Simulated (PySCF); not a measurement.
**Ge (germanium, neutral) across methods**

[Ar] 3d10 4s1 4p3, 4s spin antiparallel (an excited configuration). All numbers are calculated (PySCF 2.14, the spin-free X2C one-electron Hamiltonian (Gaussian nucleus), in aug-cc-pVQZ-DK). The B2PLYP total includes its PT2 part (frozen core); its orbital energies are those of the SCF part.

```json
{"method": "PBE0", "E (hartree)": "-2098.157", "mean ε 3d β (eV)": "-35.039", "mean ε 4s β (eV)": "-12.908", "mean ε 4p α (eV)": "-5.915", "Σ⟨r²⟩ (bohr²)": "43.37", "⟨S²⟩": "3.000"}
{"method": "BLYP", "E (hartree)": "-2098.540", "mean ε 3d β (eV)": "-30.988", "mean ε 4s β (eV)": "-11.922", "mean ε 4p α (eV)": "-4.829", "Σ⟨r²⟩ (bohr²)": "43.25", "⟨S²⟩": "3.000"}
{"method": "r2SCAN", "E (hartree)": "-2098.399", "mean ε 3d β (eV)": "-31.870", "mean ε 4s β (eV)": "-12.123", "mean ε 4p α (eV)": "-5.375", "Σ⟨r²⟩ (bohr²)": "42.96", "⟨S²⟩": "3.000"}
{"method": "LC-wPBE", "E (hartree)": "-2098.145", "mean ε 3d β (eV)": "-36.674", "mean ε 4s β (eV)": "-15.640", "mean ε 4p α (eV)": "-8.105", "Σ⟨r²⟩ (bohr²)": "42.85", "⟨S²⟩": "3.000"}
{"method": "LDA", "E (hartree)": "-2095.141", "mean ε 3d β (eV)": "-31.398", "mean ε 4s β (eV)": "-12.153", "mean ε 4p α (eV)": "-5.154", "Σ⟨r²⟩ (bohr²)": "42.88", "⟨S²⟩": "3.000"}
{"method": "CAM-B3LYP", "E (hartree)": "-2098.543", "mean ε 3d β (eV)": "-36.254", "mean ε 4s β (eV)": "-14.488", "mean ε 4p α (eV)": "-6.860", "Σ⟨r²⟩ (bohr²)": "43.30", "⟨S²⟩": "3.000"}
{"method": "B2PLYP", "E (hartree)": "-2097.988", "mean ε 3d β (eV)": "-39.094", "mean ε 4s β (eV)": "-13.927", "mean ε 4p α (eV)": "-6.421", "Σ⟨r²⟩ (bohr²)": "44.18", "⟨S²⟩": "3.000"}
{"method": "PBE", "E (hartree)": "-2098.148", "mean ε 3d β (eV)": "-31.115", "mean ε 4s β (eV)": "-11.830", "mean ε 4p α (eV)": "-5.114", "Σ⟨r²⟩ (bohr²)": "43.14", "⟨S²⟩": "3.000"}
```

Estimate the same row for UHF.

E (hartree) = -2096.69599; mean ε 3d β (eV) = -46.050; mean ε 4s β (eV) = -15.223; mean ε 4p α (eV) = -7.615; Σ⟨r²⟩ (bohr²) = 45.71; ⟨S²⟩ = 3.000.

With the s spin flipped the determinant is a mixture of two multiplicities, not a spectroscopic state.
